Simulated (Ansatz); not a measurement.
Calculated with Ansatz (gas phase, PBE0-D4/def2-TZVP geometries, no zero-point term in ΔE). CBS: MP2 limit from def2 TZ/QZ plus the TZ coupled-cluster correction, frozen cores. This one scheme is used for every species. For Ti outer-core shells are correlated without core-valence functions, which leaves a few kJ/mol of doubt a bond. Scalar relativity is left out up to krypton. Each species was taken in one conformer, which may not be the lowest.

Reaction (ligand exchange at a Ti–O bond): `[CH3][Ti]([OH])([F])[F]` + H–F → `[CH3][Ti]([F])([F])[F]` + H₂O

```json
{"species": "`[CH3][Ti]([OH])([F])[F]`", "CCSD(T)/CBS(def2) energy (Eh)": "-1164.33683"}
{"species": "H–F", "CCSD(T)/CBS(def2) energy (Eh)": "-100.39570"}
{"species": "`[CH3][Ti]([F])([F])[F]`", "CCSD(T)/CBS(def2) energy (Eh)": "-1188.36791"}
{"species": "H₂O", "CCSD(T)/CBS(def2) energy (Eh)": "-76.37941"}
```

Question: Work out ΔE.

Answer: ΔE = (-1188.36791) + (-76.37941) − (-1164.33683) − (-100.39570) = -0.01479 Eh = -38.8 kJ/mol.

Largest T1 diagnostic among the species: 0.022, so the coupled-cluster value is less sure than usual.

In def2-TZVPP, CCSD(T) changes the Hartree–Fock value by +7.4 kJ/mol (the triples alone add +1.6 kJ/mol) and MP2 by +10.8 kJ/mol. The D4 term adds +3.1 kJ/mol with B3LYP and +1.7 kJ/mol with PBE0; it sums over pairs of atoms, weighted by their polarisabilities, and B3LYP, whose exchange is more repulsive, gets the larger term.

B3LYP here is the variant with VWN-RPA as its local correlation; programs differ in this.
